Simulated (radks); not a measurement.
The numbers below are computed, except where a source is named.
Radial electron density D(r) = 4 pi r^2 rho(r) of an atom or ion with 60 electrons. Level of theory: Dirac Kohn-Sham, LDA (Slater exchange, Perdew-Wang correlation), spin-unpolarised, spherical densities, finite nucleus; Fermi nuclear charge, rms radius of each element as measured or else 0.836 A^(1/3) + 0.57 fm (a radial shooting solver on a logarithmic mesh with Libxc functionals).

| r (bohr) | D(r) (e/bohr) |
|---|---|
| 0.001211 | 5.345 |
| 0.001399 | 6.743 |
| 0.001603 | 8.370 |
| 0.001836 | 10.35 |
| 0.00212 | 12.90 |
| 0.002429 | 15.79 |
| 0.002783 | 19.23 |
| 0.003214 | 23.52 |
| 0.003683 | 28.24 |
| 0.004253 | 33.94 |
| 0.004873 | 39.98 |
| 0.005582 | 46.56 |
| 0.006447 | 53.96 |
| 0.007386 | 61.11 |
| 0.008462 | 68.07 |
| 0.009773 | 74.80 |
| 0.0112 | 80.04 |
| 0.01293 | 83.93 |
| 0.01481 | 85.68 |
| 0.01697 | 85.44 |
| 0.0196 | 83.30 |
| 0.02246 | 80.20 |
| 0.02594 | 77.04 |
| 0.02971 | 75.60 |
| 0.03404 | 76.92 |
| 0.03932 | 82.08 |
| 0.04504 | 90.06 |
| 0.0516 | 99.33 |
| 0.0596 | 107.5 |
| 0.06828 | 110.8 |
| 0.07885 | 107.7 |
| 0.09034 | 99.62 |
| 0.1035 | 90.12 |
| 0.1195 | 83.70 |
| 0.1369 | 84.32 |
| 0.1569 | 90.40 |
| 0.1812 | 96.85 |
| 0.2076 | 95.95 |
| 0.2398 | 84.05 |
| 0.2747 | 65.92 |
| 0.3147 | 49.11 |
| 0.3634 | 40.33 |
| 0.4164 | 41.30 |
| 0.4809 | 45.99 |
| 0.5509 | 46.96 |
| 0.6312 | 41.79 |
| 0.729 | 32.04 |
| 0.8351 | 22.99 |
| 0.9568 | 16.68 |
| 1.105 | 13.01 |
| 1.266 | 10.92 |
| 1.462 | 8.771 |
| 1.675 | 6.443 |
| 1.919 | 4.133 |
| 2.216 | 2.179 |
| 2.539 | 0.9972 |
| 2.909 | 0.3772 |
| 3.36 | 0.1071 |
| 3.849 | 0.02567 |
| 4.445 | 0.004284 |
| 5.093 | 0.0005946 |

What is the nuclear charge?

Answer. Z = 63. The innermost maximum, from 1s, lies near gamma/Z bohr with gamma = sqrt(1 - (Z/c)^2) = 0.888, here 0.0141 bohr (found: 0.0155), and its height grows with Z. The density is that of the europium ion Eu3+ in [Xe] 4f6; the configuration itself is not fixed sharply by these data, and Z only to a few units. D(r) has 4 maxima, at r = 0.0155, 0.0688, 0.192, 0.525 bohr, and minima at 0.0300, 0.126, 0.381 bohr, inside which lie 2.01, 11.19, 29.32 electrons.
